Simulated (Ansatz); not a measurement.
Reaction (ligand exchange at a B–C bond): `BCCBC` + `CO[SiH2]N` → `BN[SiH2]OC` + `CBCC`

Computed with Ansatz on PBE0-D4/def2-TZVP structures; ΔE is electronic, products minus reactants. CCSD(T)/CBS is the MP2 limit (def2-TZVPP, def2-QZVPP) plus CCSD(T) − MP2 in def2-TZVPP, frozen cores. This one scheme is used for every species. DFT in def2-TZVPP. B3LYP here is the variant with VWN-RPA as its local correlation; programs differ in this. Each species was taken in one conformer, which may not be the lowest.

```
             level  ΔE (kcal/mol)  difference from CCSD(T)/CBS
            PBE-D4          -32.3                          0.2
           PBE0-D4          -32.5                          0.0
          B3LYP-D4          -33.7                         -1.2
           ωB97M-V          -32.7                         -0.2
            B2PLYP          -33.8                         -1.3
               PBE          -32.4                          0.1
              PBE0          -32.6                         -0.1
     HF/def2-TZVPP          -34.4                         -1.9
    MP2/def2-TZVPP          -33.0                         -0.5
SCS-MP2/def2-TZVPP          -33.5                         -1.0
CCSD(T)/def2-TZVPP          -33.2                         -0.7
     HF/def2-QZVPP          -34.3                         -1.8
    MP2/def2-QZVPP          -32.6                         -0.1
      HF/CBS(def2)          -34.3                         -1.8
     MP2/CBS(def2)          -32.2                          0.3
    CCSD/CBS(def2)          -32.5                          0.0
       CCSD(T)/CBS          -32.5                            0
```

Largest T1 diagnostic among the species: 0.012.

In def2-TZVPP, CCSD(T) changes the Hartree–Fock value by +1.2 kcal/mol (the triples alone add +0.1 kcal/mol) and MP2 by +1.4 kcal/mol.
